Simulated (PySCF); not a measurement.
## HTi(OH) at several levels of theory

All levels use the PBE0 minimum (triplet; O–H 0.956 Å, Ti–H 1.771 Å, Ti–O 1.804 Å; H–O–Ti 149.0°, H–Ti–O 133.4°), basis [Ti def2-TZVP, H def2-TZVP, O def2-TZVP], no relativity, density fitting, no spin–orbit coupling, PySCF. For vertical energies the ionised species is a doublet (spins chosen at PBE0 and kept) and the electron-attached one a doublet. Atomisation goes to high-spin ground-configuration atoms, without zero-point energy. Open shells are unrestricted, also as the reference of the correlated levels. A dash marks a value that was not computed or is not defined at that level.

```xyz
4
charge 0 multiplicity 3, angstrom
Ti   -0.1757    0.0000    0.4240
H     0.6353    0.0000    1.9984
O     0.4219    0.0000   -1.2785
H     1.1574    0.0000   -1.8884
```

```json
{"level": "PBE0", "atomisation (kJ/mol)": "?", "vertical IP (eV)": "?", "vertical EA (eV)": "?", "−ε(HOMO) (eV)": "?", "dipole (D)": "?"}
{"level": "HF", "atomisation (kJ/mol)": "?", "vertical IP (eV)": "?", "vertical EA (eV)": "?", "−ε(HOMO) (eV)": "?", "dipole (D)": "?"}
{"level": "MP2", "atomisation (kJ/mol)": "1147", "vertical IP (eV)": "7.12", "vertical EA (eV)": "-0.39", "−ε(HOMO) (eV)": "–", "dipole (D)": "–"}
{"level": "PBE", "atomisation (kJ/mol)": "1258", "vertical IP (eV)": "7.14", "vertical EA (eV)": "0.17", "−ε(HOMO) (eV)": "4.02", "dipole (D)": "1.59"}
```

Task: Fill in the row of HF.

Result: atomisation (kJ/mol) 759, vertical IP (eV) 6.97, vertical EA (eV) -0.79, −ε(HOMO) (eV) 8.27, dipole (D) 1.96.

Task: Fill in the row of PBE0.

Result: atomisation (kJ/mol) 1180, vertical IP (eV) 7.26, vertical EA (eV) 0.02, −ε(HOMO) (eV) 5.19, dipole (D) 1.63.

Spin contamination in at least one species weakens the values at: HF, MP2.

Without diffuse functions attachment energies tend to come out too low.

With open d or f shells other occupations or spin states may lie lower.
